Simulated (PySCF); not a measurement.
BCl2, SMILES Cl[B]Cl, multiplicity 2.

Geometry optimised at r2SCAN-D4/def2-TZVP. The isomer is the one that the SMILES or the coordinates give; other isomers of the formula were not compared.

Two levels are set side by side: PBE/def2-TZVPD (PySCF) and M06-2X/def2-TZVPD (PySCF). Same geometry, gas phase. Differences are taken from unrounded values.

```
quantity                     M06-2X   PBE  PBE minus M06-2X
---------------------------  ------  ----  ----------------
α-spin orbital gap (eV)        6.30  2.17             -4.13
β-spin orbital gap (eV)        8.90  5.16             -3.74
dipole moment (D)              0.11  0.35              0.24
mean polarisability (bohr³)    44.0  47.0               3.0
```

Loosely held outer electrons make PBE densities more polarisable. Differences between two approximate levels are no errors against the true value.

Rough cost on one machine, each run with all the roots and properties that it gave: M06-2X against PBE within a factor of 2.
